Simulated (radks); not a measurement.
Values are calculated unless marked as measured or tabulated.
Ionisation of the lanthanum ion La3+, [Xe], to [Kr] 4d10 5s2 5p5 as the strength of local exchange is varied. Code: a radial shooting solver on a logarithmic mesh with Libxc functionals. Model: Dirac Kohn-Sham, Slater X-alpha exchange (alpha = 2/3 is LDA exchange), no correlation, spin-unpolarised, spherical densities, point nucleus.

alpha = 0.601: E(La3+) (hartree) -8465.5463; exchange (hartree) -172.1265; IE (eV) 47.350; -e of the level emptied (eV) 41.360 (5p3/2); <r> of it (bohr) 1.801
alpha = 0.618: E(La3+) (hartree) -8470.4163; exchange (hartree) -177.0884; IE (eV) 47.663; -e of the level emptied (eV) 41.663 (5p3/2); <r> of it (bohr) 1.797
alpha = 0.65: E(La3+) (hartree) -8479.5905; exchange (hartree) -186.4422; IE (eV) 48.255; -e of the level emptied (eV) 42.236 (5p3/2); <r> of it (bohr) 1.789
alpha = 0.667: E(La3+) (hartree) -8484.4680; exchange (hartree) -191.4188; IE (eV) 48.570; -e of the level emptied (eV) 42.542 (5p3/2); <r> of it (bohr) 1.785
alpha = 0.699: E(La3+) (hartree) -8493.6560; exchange (hartree) -200.8003; IE (eV) 49.167; -e of the level emptied (eV) 43.121 (5p3/2); <r> of it (bohr) 1.778
alpha = 0.743: E(La3+) (hartree) -8506.3044; exchange (hartree) -213.7296; IE (eV) 49.994; -e of the level emptied (eV) 43.924 (5p3/2); <r> of it (bohr) 1.767
alpha = 0.838: E(La3+) (hartree) -8533.6718; exchange (hartree) -241.7617; IE (eV) 51.802; -e of the level emptied (eV) 45.680 (5p3/2); <r> of it (bohr) 1.746
alpha = 0.884: E(La3+) (hartree) -8546.9521; exchange (hartree) -255.3925; IE (eV) 52.689; -e of the level emptied (eV) 46.543 (5p3/2); <r> of it (bohr) 1.735

NIST Atomic Spectra Database: 50.0 eV (semi-empirical). The Delta-SCF value meets it near alpha = 0.74. Spin polarisation and multiplet splitting are left out, so open shells lie too high by an amount that depends on their filling.

Beside tabulated values, note that spin-unpolarised runs miss the spin-polarisation part of the exchange energy of open shells.
